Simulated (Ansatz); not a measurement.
H3OSi (SMILES [O][SiH3]) moved off its minimum; all values from Ansatz (a program for electronic structure), cores frozen in correlated methods. Open shells are unrestricted.
(charge 0, multiplicity 2)
```xyz
5

O      1.23083    -0.04356     0.03094
Si    -0.39943     0.07856     0.00943
H     -1.02364     1.37368    -0.26325
H     -0.78698    -0.48091     1.58099
H     -1.05239    -0.90149    -0.89673
```

Forces at B3LYP/def2-TZVPP (eV/Å):

```csv
atom,Fx,Fy,Fz
O1,-0.024,0.138,0.093
Si2,-0.846,-1.339,1.637
H3,0.119,0.400,0.154
H4,0.603,0.834,-1.899
H5,0.148,-0.034,0.015
```

**Question.** Give the forces (eV/Å), the total energy and the dipole at CCSD(T)/cc-pV(T+d)Z.

**Answer.** 
```csv
atom,Fx,Fy,Fz
O1,0.459,0.136,0.044
Si2,-1.472,-1.467,1.905
H3,0.168,0.385,0.109
H4,0.649,0.910,-2.039
H5,0.196,0.036,-0.019
```
Energy -365.9134 hartree, dipole 1.42 D.
